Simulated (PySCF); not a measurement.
Input and output of a TDDFT job on `C[N+](C)(C)[BH2-]Br`.

Theory: TDDFT CAM-B3LYP/def2-SVPD, vertical, gas phase, core orbitals frozen in the response (PySCF 2.14.0, density-fitted response routines).

Input of the driver that calls PySCF (job settings, then Cartesian coordinates in Å):

```
{"job": {"kind": "uv", "xc": "CAM-B3LYP", "basis": "def2-SVPD", "ip": true}, "charge": 0, "multiplicity": 1}
C     -0.2337     0.4669     2.2311
N     -0.3075     1.5587     1.2421
C     -1.3922     1.2800     0.2800
C      0.9801     1.6635     0.5277
B     -0.6157     2.9223     2.0895
Br    -0.7334     4.4841     0.8047
H     -0.0246    -0.4888     1.7265
H      0.5619     0.6927     2.9514
H     -1.1886     0.4065     2.7671
H     -1.4686     2.1246    -0.4156
H     -1.1828     0.3474    -0.2657
H     -2.3374     1.1910     0.8293
H      1.7745     1.8582     1.2585
H      0.9275     2.5106    -0.1671
H      1.1870     0.7294    -0.0165
H     -1.6897     2.7460     2.6323
H      0.3284     3.0708     2.8416
```

The self-consistent field part of the output:

```
coarse grid: 60368 points
cycle   1  E = -2774.2672175102  dE = -5.903e-01  |g| = 3.363e-01  |ddm| = 6.178e+00
cycle   2  E = -2774.2834274768  dE = -1.621e-02  |g| = 2.981e-01  |ddm| = 1.287e+00
cycle   3  E = -2774.3017976071  dE = -1.837e-02  |g| = 7.177e-02  |ddm| = 5.149e-01
cycle   4  E = -2774.3028260113  dE = -1.028e-03  |g| = 1.365e-02  |ddm| = 1.113e-01
cycle   5  E = -2774.3028790079  dE = -5.300e-05  |g| = 5.531e-03  |ddm| = 3.998e-02
cycle   6  E = -2774.3028843388  dE = -5.331e-06  |g| = 7.169e-04  |ddm| = 8.759e-03
final grid: 127992 points
cycle   7  E = -2774.3028363467  dE = -3.606e-07  |g| = 5.238e-04  |ddm| = 1.997e-02
cycle   8  E = -2774.3028363703  dE = -2.358e-08  |g| = 4.627e-04  |ddm| = 2.235e-03
cycle   9  E = -2774.3028364184  dE = -4.817e-08  |g| = 5.650e-05  |ddm| = 8.088e-04
cycle  10  E = -2774.3028364192  dE = -8.049e-10  |g| = 3.207e-05  |ddm| = 1.555e-04
cycle  11  E = -2774.3028364195  dE = -2.810e-10  |g| = 6.004e-06  |ddm| = 1.004e-04
converged SCF energy = -2774.3028364195
```

Problem. What follows in the output?

Solution. 
```
Static polarisability (au): isotropic 83.895, principal 77.268 78.664 95.752

Singlet excitations
state   eV       nm        f      main configurations
  1   6.6218    187.2   0.01724   H->L 0.62, H->L+1 0.29
  2   6.8641    180.6   0.01875   H->L+1 0.47, H->L 0.24, H->L+4 0.17
  3   7.0408    176.1   0.04811   H-1->L 0.47, H-1->L+1 0.45
  4   7.3184    169.4   0.02554   H-1->L 0.41, H-1->L+1 0.31, H-1->L+4 0.17
  5   7.5424    164.4   0.02584   H->L+2 0.81, H->L+6 0.13
  6   7.5587    164.0   0.00029   H->L+3 0.56, H->L+5 0.26, H->L+4 0.08
  7   7.8577    157.8   0.00295   H->L+7 0.37, H->L+5 0.20, H->L+9 0.10
  8   7.9157    156.6   0.00294   H-1->L+2 0.79, H-1->L+6 0.13
  9   7.9990    155.0   0.03878   H-1->L+3 0.57, H-1->L+5 0.27
 10   8.0772    153.5   0.00020   H->L+4 0.62, H->L+1 0.12, H->L+3 0.09

Triplet excitations (Tamm-Dancoff, eV): 6.4943 6.6212 6.8594 7.0660
Vertical ionisation energy (delta-SCF) = 9.1241 eV
```

The SCF starts on a coarse grid; the energy jumps when the final grid takes over, and dE counts afresh there. The run used 229 basis functions and 11 SCF iterations for the ground state.

The run took 2.0 min of wall time on an x86-64 server with one thread, shared host.

Problem. What transition dipole does the oscillator strength of state 3, the strongest, imply?

Solution. From f = (2/3)·ΔE·|μ|² in atomic units, ΔE = 0.2587 Eh and f = 0.0481 give |μ| = 0.53 au (1.34 D).

Geometry: PBE0-D3(BJ)/def2-SVP; no solvent, vibrations or thermal averaging. The CAM-B3LYP/def2-SVPD calculation is non-relativistic and has no spin–orbit coupling, an omission that weighs most on bromine.
